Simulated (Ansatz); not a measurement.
`FC(F)[C@H](F)[C@@H](F)C(F)(F)F` → `FC(F)C(F)(F)CC(F)(F)F`  (isomerisation)

Calculated with Ansatz (gas phase, PBE0-D4/def2-TZVP geometries, no zero-point term in ΔE). CCSD(T)/CBS adds triple-zeta CCSD(T) − MP2 to the extrapolated MP2 energy (def2 sets, frozen cores). Functionals use def2-TZVPP. HSE06 is defined as in plane-wave codes. One conformer a species, not always the lowest.

```
             level  ΔE (kcal/mol)  difference from CCSD(T)/CBS
            PBE-D4          -11.0                         -0.1
        r2SCAN0-D4          -12.0                         -1.1
          HSE06-D4          -11.2                         -0.3
              PBE0          -11.0                         -0.1
             HSE06          -11.0                         -0.1
             BHLYP          -10.4                          0.5
RPA@PBE/def2-TZVPP          -10.1                          0.8
      MP2/def2-SVP          -13.0                         -2.1
     HF/def2-TZVPP          -10.1                          0.8
    CCSD/CBS(def2)          -10.7                          0.2
       CCSD(T)/CBS          -10.9                            0
```

Largest T1 diagnostic among the species: 0.012.

Leaving LDA and LC-ωPBE aside and taking each functional with its dispersion term where it has one, the values, not all of them listed here, spread over 1.8 kcal/mol, from r2SCAN-D4 to BLYP-D4. LDA lies −1.9 kcal/mol from PBE without D4. From BLYP to BHLYP (50 % exact exchange), in def2-TZVPP and without D4, ΔE moves by −0.8 kcal/mol. In def2-TZVPP, CCSD(T) changes the Hartree–Fock value by −0.9 kcal/mol (the triples alone add −0.2 kcal/mol) and MP2 by −1.4 kcal/mol.
